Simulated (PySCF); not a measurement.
Gas-phase reaction: TiCl4.H2O + O = TiCl4 + H2O2

Computed with PySCF (xtb for GFN2) and rigid-rotor harmonic-oscillator thermochemistry at 1 bar. S°(298 K) at PBE0/def2-TZVP differs from the NASA 1993 table for H2O2 (-8 J/mol/K); whether the harmonic model or the table's entry is off was not settled. † marks an energy on the PBE0/def2-TZVP geometry and frequencies; other levels use their own. MP2 and CCSD(T) freeze the core. Open shells (unrestricted): O (multiplicity 3, electronic degeneracy 9); the rest are closed-shell singlets. GFN2 has no spin-polarisation term. Spin-orbit splitting is ignored; it lowers the true energy and changes the entropy of O. B3LYP is the form with VWN-RPA correlation. No R ln 2 is added for the mirror-image form of H2O2. Adducts (TiCl4.H2O) have no counterpoise correction, and HF, PBE, BLYP, B3LYP and PBE0 lack dispersion. TiCl4.H2O: computed as isolated molecules; such fragments, hydroxides, amides, oligomers or adducts are transient or little studied in the gas. MP2 isn't extrapolated to the basis-set limit; its ΔH°(298 K) is -74.1 kJ in def2-SVP and -114.5 kJ in def2-TZVPP. CCSD(T) isn't extrapolated to the basis-set limit. The harmonic model lacks anharmonicity and excited electronic states, which grow with temperature; levels with a mode under 35 cm⁻¹ are left out. Internal rotation in H2O2 is treated as a harmonic vibration of one conformer, which makes the entropy rough. Soft modes under 120 cm⁻¹ make the harmonic entropy rough for TiCl4.H2O, TiCl4. Warning, large T1 diagnostic: TiCl4, TiCl4.H2O (CCSD(T)/def2-SVP†). Warning, point group unlike the PBE0 one: H2O2 (GFN2-xTB).

```
level              ΔE electronic, kJ  ΔH°(298 K), kJ  ΔS°(298 K), J/K  ΔG°(1200 K), kJ
-----------------  -----------------  --------------  ---------------  ---------------
B3LYP/def2-TZVP†                -129            -127               -8             -102
CCSD(T)/def2-SVP†                -62             -60               -8              -35
GFN2-xTB                        -462            -458              -12             -428
HF/def2-TZVP†                    105             108               -8              132
MP2/def2-TZVPP†                 -117            -114               -8              -90
PBE0/def2-SVP†                  -105            -102               -8              -78
PBE0/def2-TZVP                  -121            -118               -8              -94
```
ΔH° is lowest at GFN2-xTB and highest at HF/def2-TZVP†. No reference value is set beside these.
